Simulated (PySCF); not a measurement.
Run record for `C(F)(COCC)F`: OPBE/ANO-RCC-VDZP, full TDDFT, 3 singlets.

Method: TDDFT OPBE/ANO-RCC-VDZP, vertical, gas phase, core orbitals frozen in the response (PySCF 2.14.0, density-fitted response routines). Geometry: GFN2-xTB. A driver script takes a list of jobs; this job's settings line and coordinates (Å) are shown.

Command:
```bash
OMP_NUM_THREADS=1 python probes_run.py task.json out
```

Input:
```
{"job": {"kind": "uv", "xc": "OPBE", "basis": "ANO-RCC-VDZP", "nstates": 3, "ntriplets": 2, "tda": false}, "charge": 0, "multiplicity": 1}
C      2.361155     0.022319     0.297088
C      0.889057    -0.339613     0.394608
O      0.239745     0.131646    -0.779094
C     -1.100509    -0.236686    -0.894480
C     -2.025069     0.560484     0.035876
F     -3.289019     0.562110    -0.449985
F     -2.103040    -0.002113     1.268087
H      2.801547    -0.445612    -0.578570
H      2.471071     1.098848     0.205221
H      2.883716    -0.316055     1.186994
H      0.764474    -1.429877     0.467889
H      0.444732     0.117662     1.288531
H     -1.247289    -1.309274    -0.698268
H     -1.395620    -0.010426    -1.922745
H     -1.699364     1.604578     0.156936
```

Output:
```
coarse grid: 12568 points
cycle   1  E = -431.9191423109  dE =  6.964e-01  |g| = 8.564e-01  |ddm| = 5.092e+00
cycle   2  E = -431.5481765130  dE =  3.710e-01  |g| = 1.651e+00  |ddm| = 2.390e+00
cycle   3  E = -432.0593034808  dE = -5.111e-01  |g| = 1.522e-01  |ddm| = 1.689e+00
cycle   4  E = -432.0637393789  dE = -4.436e-03  |g| = 6.379e-02  |ddm| = 1.889e-01
cycle   5  E = -432.0644807344  dE = -7.414e-04  |g| = 2.070e-02  |ddm| = 6.270e-02
cycle   6  E = -432.0645576012  dE = -7.687e-05  |g| = 6.076e-03  |ddm| = 2.476e-02
cycle   7  E = -432.0645656964  dE = -8.095e-06  |g| = 9.062e-04  |ddm| = 6.521e-03
final grid: 122224 points
cycle   8  E = -432.0588198140  dE = -2.945e-05  |g| = 2.991e-02  |ddm| = 7.337e-02
cycle   9  E = -432.0583766618  dE =  4.432e-04  |g| = 5.704e-02  |ddm| = 7.061e-02
cycle  10  E = -432.0589810143  dE = -6.044e-04  |g| = 4.714e-03  |ddm| = 5.147e-02
cycle  11  E = -432.0589862383  dE = -5.224e-06  |g| = 6.765e-04  |ddm| = 6.341e-03
cycle  12  E = -432.0589863086  dE = -7.030e-08  |g| = 3.156e-04  |ddm| = 7.207e-04
cycle  13  E = -432.0589863278  dE = -1.928e-08  |g| = 4.649e-05  |ddm| = 2.753e-04
cycle  14  E = -432.0589863282  dE = -4.026e-10  |g| = 1.840e-05  |ddm| = 5.812e-05
converged SCF energy = -432.0589863282

Static polarisability (au): isotropic 53.270, principal 46.824 48.740 64.248

Singlet excitations
state   eV       nm        f      main configurations
  1   6.1625    201.2   0.00381   H->L 1.00
  2   6.6948    185.2   0.03853   H->L+1 0.98
  3   6.7978    182.4   0.00985   H->L+2 0.98

Triplet excitations (Tamm-Dancoff, eV): 6.0867 6.5580
```

The SCF starts on a coarse grid where the log names one; the energy can jump when the final grid takes over, and dE then counts from the start density on the new grid. H and L stand for HOMO and LUMO; the number after each pair is its weight.

**Question.** Give the mean polarisability as a volume in Å³, and the ratio of the largest to the smallest principal value.

**Answer.** 53.270 au × 0.148185 = 7.89 Å³; 64.248/46.824 = 1.37.

**Question.** Give S1 in cm⁻¹ and kJ/mol.

**Answer.** 6.1625 eV × 8065.54 = 49704 cm⁻¹; × 96.485 = 594.6 kJ/mol.

In short: SCF converged in 14 cycles with 138 basis and 889 fitting functions; HOMO -6.23 eV, LUMO -0.09 eV; lowest singlet 6.16 eV; lowest triplet 6.09 eV (Tamm–Dancoff); mean polarisability 53.3 au.

ANO-RCC sets were contracted for a scalar-relativistic Hamiltonian, but ran non-relativistically here. The basis is contracted for a relativistic Hamiltonian, but the run is non-relativistic.

Cost: about 2.9 min of CPU time on one thread; the machine was shared, so the figure is rough.

The values belong to the conformer `[CH3:1][CH2:2][O:3][CH2:4][CH:5]([F:6])[F:7]`: C1–C2–O3–C4 174°, C2–O3–C4–C5 75°, O3–C4–C5–F6 156°.
